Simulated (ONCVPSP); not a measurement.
**Before and after: ONCV potential for rhodium (Rh)**

| Property | Result |
| --- | --- |
| Element | rhodium (Rh) |
| Generator | ONCVPSP 4.0.1 |
| Type | optimised norm-conserving Vanderbilt (ONCV) |
| Functional | PBEsol |
| Relativity | fully relativistic |
| Frozen core | [Ar] 3d10 |
| Valence charge | 17 |
| Reference configuration | 4s2 4p6 4d8 5s1 |
| Partial waves | 4s+5s: rc 1.65 bohr, ncon 4, nbas 8, qcut 8.4 1/bohr, 2 projectors; 4p: rc 1.60 bohr, ncon 3, nbas 8, qcut 6.7 1/bohr, 2 projectors, debl 0.9 Ha; 4d: rc 1.90 bohr, ncon 4, nbas 9, qcut 7.5 1/bohr, 1 projector |
| Local potential | polynomial inside 1.10 bohr (lpopt 5, dvloc0 0 Ha) |
| Core correction | polynomial model core, fcfact 0.6 |

Open shells are filled in proportion to 2j + 1.

In the p channel the program set the typed energies aside and used -1.806, 0.250 Ha (j = l + 1/2; the other j can differ).

All-electron outer shells of the reference configuration (PBEsol, scalar-relativistic, ld1.x):

```csv
shell,level (eV),outermost node (bohr),outermost maximum (bohr)
3d,-300.62,–,0.29
4s,-82.43,0.47,0.88
4p,-50.38,0.47,0.94
4d,-5.95,0.46,1.15
5s,-4.33,1.19,2.63
```

Change: all radii but the core radius scaled by about 1.18 (s 1.94, p 1.88, d 2.24 bohr); local potential polynomial inside 1.30 bohr (lpopt 5, dvloc0 0 Ha).

Cutoffs: the cutoffs (Ha) at which the residual kinetic energy of the hardest occupied pseudo-wave falls to 1 and 0.1 mHa per electron; they do not see the model core or the augmentation charge, which bear on the density cutoff. Errors are all-electron minus pseudo energies relative to the spin-unpolarised reference configuration.

Task: What does the change do?

Result: The potential gets softer (23 Ha and 27 Ha → 19 Ha and 22 Ha); a bound ghost appears in d, which as a rule spoils a file; of the 4 tests that both files solve, the error grows in 3 and shrinks in 0 by more than 15 % and 0.3 meV (median size 4.5 → 7.6 meV). A larger radius leaves more room for a smooth pseudo-wave, so fewer plane waves are needed. More of the atom is replaced by a form fitted at one configuration, so other configurations suffer.

```csv
quantity,base,changed
"cutoff, loose",23 Ha,19 Ha
"cutoff, tight",27 Ha,22 Ha
loose cutoff by channel,"s 23 Ha, p 17 Ha, d 21 Ha","s 18 Ha, p 16 Ha, d 19 Ha"
bound ghosts,none,d3/2
GHOST(+) flags under 300 eV,s at 208.5 eV,none
"error for 4s2 4p6 4d8 5s0, meV [ΔE 7.46 eV]",+0.2,+0.4
"error for 4s2 4p6 4d7 5s0, meV [ΔE 26.97 eV]",-1.2,-4.7
"error for 4s2 4p6 4d6 5s0, meV [ΔE 59.46 eV]",+7.8,+11
"error for 4s2 4p5 4d8 5s1, meV [ΔE 56.68 eV]",-91,-153
"rms error of d²Exc/dni dnj with the model core, mHa",3.51,3.26
```

 A true bound ghost makes a file unfit for plane-wave use even where its test errors are small: the radial tests pick states by their node count and pass the ghost by.
